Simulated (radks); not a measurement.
Problem. Sb41+, 10 electrons, occupied as [Ne] (the NIST ground configuration). Method: non-relativistic Kohn-Sham, TPSS, spin-polarised, spherical densities, point nucleus; meta-GGA in the generalised Kohn-Sham scheme; relativity is left out, which matters for an element this heavy; computed with a radial shooting solver on a logarithmic mesh with Libxc functionals. Some entries of the table are withheld. Estimate them.

orbital,occ.,eigenvalue (hartree),<r^2> (bohr^2)
1s,2,(1),(2)
2s,2,-251.0471,0.01856
2p,6,-242.2765,(3)
3s,0,-104.3736,(4)
3p,0,-101.4159,0.09149

Solution. 
(1) 1s eigenvalue (hartree): -1170.935
(2) 1s <r^2> (bohr^2): 0.001186
(3) 2p <r^2> (bohr^2): 0.01389
(4) 3s <r^2> (bohr^2): 0.1002
